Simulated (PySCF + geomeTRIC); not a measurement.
The multiplicity is imposed and other spin states were not computed.

Method: TPSS-D3(BJ)/def2-SVP run with PySCF + geomeTRIC. fastk is a local helper that only speeds up exchange builds. No frequencies were computed at this level.

```python
import json, numpy as np
from pyscf import gto, dft
from fastk import lowrank_exchange
atoms = """
Zr    -0.000000     0.000001     0.000001
F     -0.550661     1.739194     0.259567
F      0.490443    -0.232673    -1.760887
F     -1.380852    -1.149155     0.409986
F      1.441070    -0.357373     1.091329
"""
def scf(charge, spin, dm0=None):
    mol = gto.M(atom=atoms, basis='def2-svp', ecp={'Zr': 'def2-svp'}, charge=charge, spin=spin, verbose=3, max_memory=3780)
    mf = dft.KS(mol, xc='tpss').density_fit(auxbasis="def2-universal-jkfit")
    mf.disp = 'd3bj'
    mf.grids.level = 3
    mf.conv_tol = 1e-8
    mf.max_cycle = 120
    mf.level_shift = 0.25
    mf.kernel(dm0)
    if not mf.converged:
        mf = mf.newton().run(mf.mo_coeff, mf.mo_occ).undo_soscf()
    return mf
mf = scf(0, 0)
from pyscf.geomopt.geometric_solver import kernel as optimize
path = []
done, mol = optimize(mf, maxsteps=120, assert_convergence=False, callback=lambda env: path.append((env["energy"], bool(env["g_scanner"].converged))))
res = dict(converged=bool(done and path[-1][1]), energy=path[-1][0], path=[e for e, c in path], xyz=mol.atom_coords(unit="Angstrom").tolist(), nao=mol.nao)
json.dump(res, open("result.json", "w"))
```

Output:

```
converged SCF energy = -446.474468766554
Geometry optimization cycle 1
converged SCF energy = -446.47446876267
cycle 1: E = -446.474468763  dE = -446.474  norm(grad) = 0.0942562
Geometry optimization cycle 2
converged SCF energy = -446.4817868453
cycle 2: E = -446.481786845  dE = -0.00731808  norm(grad) = 0.0462823
Geometry optimization cycle 3
converged SCF energy = -446.4855168809
cycle 3: E = -446.485516881  dE = -0.00373004  norm(grad) = 0.0077716
Geometry optimization cycle 4
converged SCF energy = -446.485617674449
cycle 4: E = -446.485617674  dE = -0.000100794  norm(grad) = 0.000884962
Geometry optimization cycle 5
converged SCF energy = -446.485621546342
cycle 5: E = -446.485621546  dE = -3.87189e-06  norm(grad) = 0.000303312
Geometry optimization cycle 6
converged SCF energy = -446.485635753218
cycle 6: E = -446.485635753  dE = -1.42069e-05  norm(grad) = 0.00251472
Geometry optimization cycle 7
converged SCF energy = -446.485616986236
cycle 7: E = -446.485616986  dE = 1.8767e-05  norm(grad) = 0.00494136
Geometry optimization cycle 8
converged SCF energy = -446.48564792193
cycle 8: E = -446.485647922  dE = -3.09357e-05  norm(grad) = 0.00315024
Geometry optimization cycle 9
converged SCF energy = -446.485667182032
cycle 9: E = -446.485667182  dE = -1.92601e-05  norm(grad) = 0.000641119
Geometry optimization cycle 10
converged SCF energy = -446.485669087259
cycle 10: E = -446.485669087  dE = -1.90523e-06  norm(grad) = 0.000434275
Geometry optimization cycle 11
converged SCF energy = -446.485669636733
cycle 11: E = -446.485669637  dE = -5.49474e-07  norm(grad) = 0.000409141
<class 'geometric.internal.Distance'> : 4
<class 'geometric.internal.Angle'> : 6
<class 'geometric.internal.TranslationX'> : 1
<class 'geometric.internal.TranslationY'> : 1
<class 'geometric.internal.TranslationZ'> : 1
<class 'geometric.internal.RotationA'> : 1
<class 'geometric.internal.RotationB'> : 1
<class 'geometric.internal.RotationC'> : 1
Step    0 : Gradient = 4.215e-02/4.726e-02 (rms/max) Energy = -446.4744687627
Step    1 : Displace = 9.688e-02/1.088e-01 (rms/max) Trust = 1.000e-01 (=) Grad = 2.070e-02/2.320e-02 (rms/max) E (change) = -446.4817868453 (-7.318e-03) Quality = 0.379
Step    2 : Displace = 3.190e-02/3.582e-02 (rms/max) Trust = 1.000e-01 (=) Grad = 3.476e-03/3.933e-03 (rms/max) E (change) = -446.4855168809 (-3.730e-03) Quality = 1.196
Step    3 : Displace = 6.490e-03/7.464e-03 (rms/max) Trust = 1.414e-01 (+) Grad = 3.958e-04/4.790e-04 (rms/max) E (change) = -446.4856176744 (-1.008e-04) Quality = 0.931
Step    4 : Displace = 6.379e-04/8.573e-04 (rms/max) Trust = 2.000e-01 (+) Grad = 1.356e-04/1.779e-04 (rms/max) E (change) = -446.4856215463 (-3.872e-06) Quality = 1.275
Step    5 : Displace = 3.644e-03/5.028e-03 (rms/max) Trust = 2.828e-01 (+) Grad = 1.125e-03/1.299e-03 (rms/max) E (change) = -446.4856357532 (-1.421e-05) Quality = 0.705
Step    6 : Displace = 5.249e-03/7.300e-03 (rms/max) Trust = 2.828e-01 (=) Grad = 2.210e-03/2.691e-03 (rms/max) E (change) = -446.4856169862 (+1.877e-05) Quality = -0.617
Step    7 : Displace = 2.644e-03/3.545e-03 (rms/max) Trust = 2.624e-03 (-) Grad = 1.402e-03/1.618e-03 (rms/max) E (change) = -446.4856479219 (-3.094e-05) Quality = 1.647
Step    8 : Displace = 3.843e-03/4.818e-03 (rms/max) Trust = 3.711e-03 (+) Grad = 2.465e-04/2.909e-04 (rms/max) E (change) = -446.4856671820 (-1.926e-05) Quality = 0.973
Step    9 : Displace = 2.078e-03/2.514e-03 (rms/max) Trust = 5.249e-03 (+) Grad = 1.226e-04/1.395e-04 (rms/max) E (change) = -446.4856690873 (-1.905e-06) Quality = 1.083
Step   10 : Displace = 1.012e-03/1.145e-03 (rms/max) Trust = 7.423e-03 (+) Grad = 1.015e-04/1.186e-04 (rms/max) E (change) = -446.4856696367 (-5.495e-07) Quality = 1.849
Converged! =D
```

Cost: around 2.7 core-minutes (rough).
